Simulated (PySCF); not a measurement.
CH2NO, SMILES [NH]C=O (connectivity only; charge and spin as stated), charge -1, multiplicity 1.

Geometry optimised at B3LYP-D3(BJ)/def2-SVPD. The spin state was assumed, not searched. The isomer is the one that the SMILES or the coordinates give; other isomers of the formula were not compared. The values are those of a single conformer.

Calculation: r2SCAN/def2-TZVPD in PySCF.

Isolated molecule, no solvent. A positive occupied level means that this level leaves the electron formally unbound; only the finite basis holds it.

The total energy is -169.29114 hartree and the point group comes out as Cs. The highest occupied level comes out as 0.35 eV and the lowest empty level is 4.99 eV. The orbital gap comes out as 4.63 eV. The dipole moment about the centre of nuclear charge comes out as 0.20 D and the mean static polarisability is 40.4 bohr³ (5.99 Å³). The polarisability, principal values is 28.3, 43.4, 49.6 bohr³.
